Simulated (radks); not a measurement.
All-electron atom: Nd in [Xe] 4f4 6s2 (the NIST ground configuration). Method: scalar-relativistic Kohn-Sham, PBE, spin-polarised, spherical densities, point nucleus; open shells are filled with parallel spins first (spin-orbit coupling, left out, can overturn this in heavy ions); computed with a radial shooting solver on a logarithmic mesh with Libxc functionals. Some entries of the table are withheld. Estimate them.

| orbital | occ. | eigenvalue (eV) | <r^2> (bohr^2) | <1/r> (bohr^-1) |
|---|---|---|---|---|
| 1s up | 1 | -43403.22 | 0.0007598 | 66.06 |
| 1s down | 1 | -43403.22 | 0.0007598 | 66.06 |
| 2s up | 1 | -7019.636 | 0.01203 | 15.26 |
| 2s down | 1 | -7019.628 | 0.01203 | 15.26 |
| 2p up | 3 | -6274.750 | 0.009624 | 14.39 |
| 2p down | 3 | -6274.745 | 0.009624 | 14.39 |
| 3s up | 1 | -1522.915 | 0.08106 | 5.562 |
| 3s down | 1 | -1521.866 | 0.08098 | 5.565 |
| 3p up | 3 | -1288.032 | 0.08111 | 5.255 |
| 3p down | 3 | -1286.988 | 0.08102 | 5.258 |
| 3d up | 5 | -962.2152 | 0.06885 | 4.986 |
| 3d down | 5 | -961.4088 | 0.06873 | 4.989 |
| 4s up | 1 | -303.6789 | 0.4164 | 2.326 |
| 4s down | 1 | -300.8118 | 0.4160 | 2.327 |
| 4p up | 3 | -226.7926 | 0.4707 | 2.142 |
| 4p down | 3 | -223.9017 | 0.4703 | 2.143 |
| 4d up | 5 | -117.5377 | 0.5807 | 1.872 |
| 4d down | 5 | -114.6200 | 0.5810 | 1.872 |
| 5s up | 1 | -41.1158 | 2.423 | 0.9012 |
| 5s down | 1 | -39.2575 | 2.478 | 0.8894 |
| 5p up | 3 | -22.5904 | 3.361 | 0.7597 |
| 5p down | 3 | -21.1724 | 3.477 | 0.7454 |
| 6s up | 1 | (1) | 21.95 | 0.2848 |
| 6s down | 1 | (2) | 23.10 | 0.2770 |
| 4f up | 4 | -2.5547 | (3) | (4) |
| 5d up | 0 | -2.0895 | 12.97 | 0.4168 |
| 5d down | 0 | -1.6324 | 15.54 | 0.3854 |
| 6p up | 0 | -1.2609 | 42.39 | 0.2043 |
| 6p down | 0 | -1.1912 | 44.90 | 0.1984 |
| 4f down | 0 | -0.0824 | (5) | (6) |

Answer. 
(1) 6s up eigenvalue (eV): -3.5723
(2) 6s down eigenvalue (eV): -3.3837
(3) 4f up <r^2> (bohr^2): 1.710
(4) 4f up <1/r> (bohr^-1): 1.253
(5) 4f down <r^2> (bohr^2): 2.766
(6) 4f down <1/r> (bohr^-1): 1.189
